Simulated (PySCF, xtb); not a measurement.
C3H3BrF2, SMILES F[C@H]1[C@H]([C@@H]1Br)F.

Harmonic wavenumbers (cm⁻¹) from xtb with GFN2-xTB at its own minimum, in rising order: 180, 184, 203, 296, 325, 598, 709, 851, 899, 992, 997, 1038, 1098, 1131, 1165, 1209, 1274, 1401, 3041, 3045, 3073.

**Question.** What does PBE0-D3(BJ)/def2-SVP (PySCF 2.14.0) give at its own minimum? (Estimate from the structure and the level; the computed values follow.)

**Answer.** 178, 187, 215, 318, 329, 666, 773, 855, 934, 1020, 1048, 1105, 1152, 1192, 1200, 1269, 1377, 1512, 3185, 3191, 3212. Paired by order, the mean absolute difference is 58 cm⁻¹ and the zero-point energies are 33.9 and 35.6 kcal/mol.
